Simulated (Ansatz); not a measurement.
Reaction (atomization): `C[SiH]([GeH3])C#N` → 2 C• + Ge• + 7 H• + N• + Si•

Calculated with Ansatz (gas phase, PBE0-D4/def2-TZVP geometries, no zero-point term in ΔE). CBS: MP2 limit from def2 TZ/QZ plus the TZ coupled-cluster correction, frozen cores. This one scheme is used for every species, atoms too. Functionals use def2-TZVPP. Open shells (•) are unrestricted, without spin–orbit coupling. Spin–orbit coupling would lower the free atoms: a little for C, Si; clearly for Ge. Bonds to Ge are less sure, by a few kJ/mol each and by 10 to 20 or more in all where they break to atoms, as the def2 sets lack core-valence functions. Scalar relativity is left out up to krypton.

`C[SiH]([GeH3])C#N`:

```xyz
12

C    -0.158   -0.805   -1.611
Si   -0.651    0.155   -0.090
Ge    1.190    1.152    1.042
C    -1.433   -1.022    1.111
N    -1.883   -1.763    1.871
H     0.567   -1.582   -1.359
H    -1.030   -1.279   -2.067
H     0.296   -0.136   -2.346
H    -1.696    1.166   -0.391
H     1.869    2.168    0.108
H     2.212    0.071    1.422
H     0.716    1.875    2.310
```

```tsv
level	ΔE (kJ/mol)
BLYP	4222.8
SCS-MP2/def2-TZVPP	4239.6
```

Q: What does CCSD(T)/CBS give? (Best estimate.)

A: Computed: +4292.2 kJ/mol. The listed levels differ from it by -69.4, -52.6 kJ/mol.

Largest T1 diagnostic among the species: 0.012.

From BLYP to BHLYP (50 % exact exchange), in def2-TZVPP and without D4, ΔE moves by −84.6 kJ/mol: exact exchange takes away binding that semilocal exchange gives to molecules. At CCSD(T), def2-SVP lies −251.5 kJ/mol from the extrapolated value and def2-TZVPP −102.1 kJ/mol: correlation converges slowly with the basis, and small sets miss more of it in the bonded molecule than in its fragments.

For atomizations the MP2-based limit and the directly extrapolated one differ by several kJ/mol either way, and by 10 to 25 for some Ge, Se and Sn compounds, so smaller differences from it don't rank the levels.
